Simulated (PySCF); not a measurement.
**Calculated NMR parameters of O=C(O)[C@@H]([SiH3])[Si@H]1C[C@@H]1[SiH3]**

- Formula: C4H12O2Si3
- SMILES: O=C(O)[C@@H]([SiH3])[Si@H]1C[C@@H]1[SiH3]
- InChI: InChI=1S/C4H12O2Si3/c5-3(6)4(8)9-1-2(9)7/h2,4,9H,1H2,7-8H3,(H,5,6)/t2-,4+,9+/m1/s1
- Point group of the computed structure: C1
- Degrees of unsaturation: 2
- Carbon signals: 4
- Proton signals: 8

Bonds (- single, = double, # triple, : aromatic): O1=C2, C2-O3, C2-C4, C4-Si5, C4-Si6, Si6-C7, C7-C8, C8-Si9, C8-Si6. O3 carries H10; C4 carries H11; Si5 carries H12, H13, H14; Si6 carries H15; C7 carries H16, H17; C8 carries H18; Si9 carries H19, H20, H21. Stereochemistry as in O=C(O)[C@@H]([SiH3])[Si@H]1C[C@@H]1[SiH3]. H17 is cis to C4 on the ring; H16 is trans to C4 on the ring.

Theoretical values (PySCF 2.14.0 with density-fitted response routines): PBE0/pcSseg-1 with gauge-including orbitals, structure optimised with GFN2-xTB. Averaged over atoms made equivalent by symmetry, fast rotation or ring inversion, single conformer, isolated molecule, non-relativistic.

δ = σ(ref) − σ, references computed at the same level: ¹H (σ = 31.72 ppm) and ¹³C (σ = 186.93 ppm) and ²⁹Si (σ = 349.16 ppm) against TMS; ¹⁷O (σ = 336.08 ppm) against H2O.

```tsv
carbon	δC, type	δH (multiplicity)	HMBC from (2–3 bonds)	span of the C tensor (ppm)
C2	182.2, C	–	H12/H13/H14, H15, H11	177
C4	14.2, CH	2.10 (m)	H12/H13/H14, H15, H17, H18, H16	42
C7	1.7, CH2	H16 0.38 (m); H17 1.04 (m)	H19/H20/H21, H15, H11, H18	47
C8	-10.5, CH	0.42 (m)	H19/H20/H21, H15, H11, H17, H16	41
```

Other nuclei:
| atoms | nucleus | environment | δ (ppm) | σ (ppm) |
| --- | --- | --- | --- | --- |
| H10 | ¹H | hydrogen on an acid hydroxyl oxygen | 6.19 | 25.53 |
| H19/H20/H21 | ¹H | hydrogen on a silicon bonded to C | 3.97 | 27.75 |
| H12/H13/H14 | ¹H | hydrogen on a silicon bonded to C | 3.83 | 27.89 |
| H15 | ¹H | hydrogen on a silicon bonded to 3 C, in a 3-membered ring | 3.69 | 28.02 |
| Si9 | ²⁹Si | silicon bonded to C, 3 H | -68.4 | 417.6 |
| Si5 | ²⁹Si | silicon bonded to C, 3 H | -77.6 | 426.7 |
| Si6 | ²⁹Si | silicon bonded to 3 C, H, in a 3-membered ring | -103.6 | 452.7 |
| O1 | ¹⁷O | carbonyl oxygen | 437.7 | -101.6 |
| O3 | ¹⁷O | acid hydroxyl oxygen | 213.7 | 122.4 |

1. Carbon types of the structure: 1 × C, 2 × CH, 1 × CH2, leaving 8 H on heteroatoms.
2. δC 182.2: carboxylic acid carbon; it is a carbonyl in resonance with an O or N lone pair, the region of acids, esters and amides.
3. δC 1.7, -10.5: three-membered-ring carbon; carbons of three-membered rings are unusually shielded.
4. δH 6.19: hydrogen on an acid hydroxyl oxygen; exchangeable, gas-phase position.
5. δH 2.10: hydrogen on an sp3 CH bonded to 2 Si, α to a carbonyl; α to C=O.
6. δH 1.04, 0.42, 0.38: hydrogen on a three-membered-ring carbon; cyclopropane-type protons are shielded by the ring.

OH/NH shifts are gas-phase values; hydrogen bonding in solution moves them, usually downfield. Shifts are as computed. Against solution values, carbons near 30 ppm lie about +3 ppm off and those near 130 ppm about +5 ppm. Of 1309 compounds with measured shifts, 239 miss one by over three times the rms of a fit or turn the order of signals round; such compounds aren't used in these exercises. In solution the two oxygens of a carboxylic acid exchange roles by proton transfer and give one 17O line. Hydrogen bonding in solution shields acid and N–H amide carbonyl oxygens by tens of ppm. The C=O carbon of an acid or of an amide with N–H lies up to 10 ppm further downfield in solution, through hydrogen bonding that the calculation lacks. Unscaled 17O shifts of doubly bonded oxygen tend to come out too high, by tens of ppm or more. Experimental scales use liquid or dissolved standards, which lie at an offset from isolated H2O (liquid H2O: subtract about 36 ppm). Multiplicities follow the n + 1 count of equivalent neighbours, as no J values were calculated; m marks all less simple cases, F and P coupling included.
